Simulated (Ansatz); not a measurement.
Basis-set extrapolation for F$_{2}$H$_{3}$Si$_{2}$ (`F[SiH][SiH2]F`) radical (PBE0-D4/def2-TZVP geometry, frozen core, the Gaussian-basis code of Ansatz). Multiplicity 2, UHF reference.

```csv
,def2-TZVPP,def2-QZVPP
HF,-778.685068,-778.713442
MP2 correlation,-0.715543,-0.782418
CCSD(T) correlation,-0.769766,not run
```

Energies in hartree. Use E(X) = E(∞) + A·exp(−7.88·√X) for Hartree–Fock and E(X) = E(∞) + B·X^(−2.97) for correlation, with X = 3 and 4, and add CCSD(T) minus MP2 of the smaller set to the MP2 limit.

**Question.** What is the CCSD(T) energy at the basis-set limit?

**Answer.** HF limit: -778.713442 + (-0.028374) × 0.13774 = -778.71735. MP2 limit: -0.782418 + (-0.066875) × 0.74074 = -0.83195. Higher-order term: -0.769766 − (-0.715543) = -0.05422. Total: -779.60352 hartree, 390.4 kJ/mol below CCSD(T)/def2-TZVPP.
